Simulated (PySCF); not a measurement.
## Vertical excitation energies

Compound: CH7FSi2.
Cartesian coordinates in Å at the PBE0-D3(BJ)/def2-SVP level; atoms count from 1:
```
atom  x, y, z in Å
F1     1.5968    1.6784   -0.2094
Si2    1.6359    0.0811    0.1080
C3     0.0773   -0.7001   -0.5461
Si4   -1.5388    0.0130    0.1139
H5     2.8478   -0.4781   -0.5568
H6     1.7348   -0.0822    1.5865
H7     0.0772   -0.6261   -1.6473
H8     0.1130   -1.7767   -0.2992
H9    -1.5836   -0.1296    1.6017
H10   -2.7044   -0.7181   -0.4711
H11   -1.6545    1.4599   -0.2330
```

Level of theory: TDDFT CAM-B3LYP/def2-SVPD, vertical, gas phase, core orbitals frozen in the response (PySCF 2.14.0, density-fitted response routines).

```
state  E (eV)  λ (nm)       f   main configurations (H = HOMO, L = LUMO)
   S1    7.94   156.2   0.048                     H→L+1 (42%), H→L (41%)
   S2    8.15   152.1   0.010  H-1→L+1 (35%), H-1→L (31%), H-3→L+1 (11%)
   S3    8.22   150.8   0.021                     H→L+1 (49%), H→L (42%)
   S4    8.56   144.9  0.0036                 H-1→L (45%), H-1→L+1 (37%)
   S5    8.77   141.3   0.011                 H-2→L (55%), H-2→L+1 (23%)
   S6    8.92   139.0   0.085    H→L+2 (28%), H-3→L+1 (14%), H→L+3 (12%)
   S7    8.96   138.4   0.014    H→L+4 (24%), H-2→L+1 (12%), H-3→L (11%)
   S8    9.04   137.1   0.034     H→L+2 (27%), H-2→L+1 (16%), H→L+4 (9%)
   S9    9.08   136.5   0.016    H-3→L+1 (20%), H-3→L (13%), H→L+2 (13%)
  S10    9.13   135.8   0.107    H-3→L (28%), H→L+4 (19%), H-1→L+2 (14%)
```

Triplets (Tamm–Dancoff): T1 7.52 eV, H→L+1 (36%), H→L (32%), H-1→L+1 (8%); T2 7.68 eV, H-1→L+1 (26%), H-1→L (22%), H-3→L+1 (12%); T3 7.81 eV, H→L+1 (46%), H→L (38%); T4 8.12 eV, H-1→L (38%), H-1→L+1 (30%).

The lowest singlet comes at 156 nm (766 kJ/mol) in the vacuum ultraviolet; it is of moderate strength; its leading configuration is HOMO→LUMO+1 (42%). The most intense listed level is S10 at 9.13 eV (136 nm, f = 0.107), 1.19 eV above S1. It is the last of those listed, so stronger ones may follow. Löwdin shares by element: HOMO silicon 36%, carbon 30%, hydrogen 13% or more (atoms not listed hold the other 21%); LUMO silicon 51%, carbon 10%, fluorine 7% (atoms not listed hold the other 32%). Weighted by f, the mean energy of these states is 8.80 eV. The listed states span 1.19 eV, and the widest gap between neighbours is 0.33 eV (S3 to S4). The oscillator strengths of these states sum to 0.349; summed over the whole spectrum of an exact calculation they would give the number of electrons, 50 (Thomas–Reiche–Kuhn). The vertical ionisation energy (ΔSCF) is 11.13 eV, 2.01 eV above S10. Only the lowest 10 singlets were computed, as vertical energies without vibronic structure.

One conformer stands for the species.
